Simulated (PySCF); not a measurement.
**Mayer bond orders and bond lengths**

C4H6F2SSi.
SMILES with atom numbers: `[F:1][C@@H:2]1[CH2:3][Si@@H:4]([F:5])[CH2:6][C:7]1=[S:8]` (hydrogens: H9 on C2; H10, H11 on C3; H12 on Si4; H13, H14 on C6)

Geometry (GFN2-xTB, Å), atoms numbered from 1 in this order:
```xyz
14
C4H6F2SSi angstrom
F     -1.152    0.095   -1.760
C     -1.069    0.628   -0.481
C      0.303    1.289   -0.328
Si     1.479   -0.179   -0.015
F      2.353    0.107    1.311
C      0.055   -1.396    0.380
C     -1.115   -0.497    0.523
S     -2.223   -0.571    1.699
H     -1.911    1.319   -0.380
H      0.515    1.885   -1.213
H      0.279    1.964    0.527
H      2.414   -0.570   -1.048
H      0.176   -2.033    1.253
H     -0.105   -2.041   -0.488
```

Bond orders from the PBE0/pcSseg-1 density (PySCF). Geometry: GFN2-xTB, one conformer, isolated molecule.

(1) Where do the orders between heavy atoms depart from those drawn in the SMILES?

(2) Set the Mayer orders of the bonds beside their lengths.

## Answers

(1) The largest departure is 0.149, at Si4–C6 (drawn single, 0.851). Drawn single, order below 0.88: F1–C2 (0.871) and Si4–C6 (0.851).

(2) 
| bond | drawn as | length (Å) | Mayer order |
| --- | --- | --- | --- |
| F1–C2 | single | 1.388 | 0.871 |
| C2–C3 | single | 1.531 | 1.002 |
| C3–Si4 | single | 1.907 | 0.885 |
| Si4–F5 | single | 1.613 | 0.952 |
| Si4–C6 | single | 1.915 | 0.851 |
| C6–C7 | single | 1.483 | 0.988 |
| C7–S8 | double | 1.617 | 1.919 |
| C7–C2 | single | 1.508 | 0.928 |
| C2–H9 | single | 1.094 | 0.951 |
| C3–H10 | single | 1.088 | 0.938 |
| C3–H11 | single | 1.090 | 0.929 |
| Si4–H12 | single | 1.447 | 0.916 |
| C6–H13 | single | 1.088 | 0.942 |
| C6–H14 | single | 1.092 | 0.907 |

Bonds between the same two heavy elements. C–C: lowest C7–C2 (0.928, 1.508 Å), highest C2–C3 (1.002, 1.531 Å); in 1 of the 3 pairs the longer bond (by over 0.003 Å) has the higher order (by 0.02 or more). C–Si: lowest Si4–C6 (0.851, 1.915 Å), highest C3–Si4 (0.885, 1.907 Å).

Sum the orders of all bonds at each heavy atom with more than one neighbour and set the sums beside the valence in the SMILES.

C2 3.752 (drawn 4), C3 3.754 (drawn 4), Si4 3.604 (drawn 4), C6 3.688 (drawn 4), C7 3.835 (drawn 4). Orders between atoms that aren't bonded are not in these sums.

Mayer orders depend on the basis set.
